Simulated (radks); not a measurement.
The numbers below are computed, except where a source is named.
Task: Species: the tungsten ion W50+. Configuration: [Ar] 3d6 (the NIST ground configuration). Level of theory: scalar-relativistic Kohn-Sham, PBE, spin-polarised, spherical densities, finite nucleus; open shells are filled with parallel spins first (spin-orbit coupling, left out, can overturn this in heavy ions); Fermi nuclear charge, rms radius 5.3658 fm (a radial shooting solver on a logarithmic mesh with Libxc functionals). Some entries of the table are withheld. Estimate them.

| orbital | occ. | eigenvalue (hartree) | <r^2> (bohr^2) | <r> (bohr) |
|---|---|---|---|---|
| 1s up | 1 | -2664.243 | 0.0004630 | 0.01835 |
| 1s down | 1 | -2664.235 | 0.0004630 | 0.01835 |
| 2s up | 1 | -549.7516 | 0.007058 | 0.07726 |
| 2s down | 1 | -549.0603 | 0.007047 | 0.07720 |
| 2p up | 3 | (1) | 0.005825 | 0.06910 |
| 2p down | 3 | (2) | 0.005812 | 0.06902 |
| 3s up | 1 | -200.5441 | 0.04257 | 0.1932 |
| 3s down | 1 | -199.7716 | 0.04270 | 0.1935 |
| 3p up | 3 | -184.2312 | 0.04235 | 0.1914 |
| 3p down | 3 | -183.4487 | 0.04252 | 0.1918 |
| 3d up | 5 | -167.3838 | (3) | 0.1709 |
| 3d down | 1 | -166.3961 | (4) | 0.1713 |

Result: 
(1) 2p up eigenvalue (hartree): -494.9413
(2) 2p down eigenvalue (hartree): -494.3929
(3) 3d up <r^2> (bohr^2): 0.03384
(4) 3d down <r^2> (bohr^2): 0.03404
